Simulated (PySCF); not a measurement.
Si(H)(NHSiH3)(Me)2 (C₂H₁₁NSi₂), SMILES N([SiH](C)C)[SiH3]. Atoms are numbered in the order given.

```xyz
16

Si    -0.8583    -0.0355    -0.6086
C     -1.9113     1.5227    -0.5482
C     -1.2956    -1.2081     0.7946
N      0.8407     0.3682    -0.4512
Si     2.0428    -0.2884     0.6253
H     -1.1194    -0.7146    -1.9189
H     -2.9797     1.2829    -0.6792
H     -1.6285     2.2267    -1.3484
H     -1.7880     2.0406     0.4169
H     -2.3526    -1.5112     0.7228
H     -0.6840    -2.1246     0.7655
H     -1.1467    -0.7280     1.7753
H      1.2078     1.0212    -1.1400
H      2.3006    -1.7460     0.4086
H      3.3141     0.4552     0.3867
H      1.6495    -0.1314     2.0576
```
Charge 0, spin multiplicity 1.

Geometry optimised at B3LYP-D3(BJ)/def2-SVP. The values are those of a single conformer.

Two levels are set side by side: PBE/pcSseg-1 (PySCF) and PBE0/pcSseg-1 (PySCF). GIAO shifts against NH3 (¹⁵N), TMS (²⁹Si), TMS (¹H), TMS (¹³C) at the same level; non-relativistic, no solvent, atoms listed together averaged. Differences are taken from unrounded values.

```json
[
 {"quantity": "δ(²⁹Si) of Si1 (ppm)", "PBE0": "-6.7"},
 {"quantity": "δ(¹⁵N) of N4 (ppm)", "PBE0": "7.7"},
 {"quantity": "δ(²⁹Si) of Si5 (ppm)", "PBE0": "-56.3"},
 {"quantity": "δ(¹H) of H6 (ppm)", "PBE0": "5.20"},
 {"quantity": "δ(¹H) of H13 (ppm)", "PBE0": "-0.22"}
]
```

Q: What does PBE give, and how far is it from PBE0? (Estimate from the structure and the level; the computed values follow.)

A: 
```csv
quantity,PBE,PBE minus PBE0
δ(²⁹Si) of Si1 (ppm),-6.6,0.1
δ(¹⁵N) of N4 (ppm),13.6,5.9
δ(²⁹Si) of Si5 (ppm),-59.6,-3.3
δ(¹H) of H6 (ppm),5.44,0.24
δ(¹H) of H13 (ppm),-0.23,-0.02
```

Rough cost on one machine, each run with all the roots and properties that it gave: PBE0 against PBE within a factor of 2.
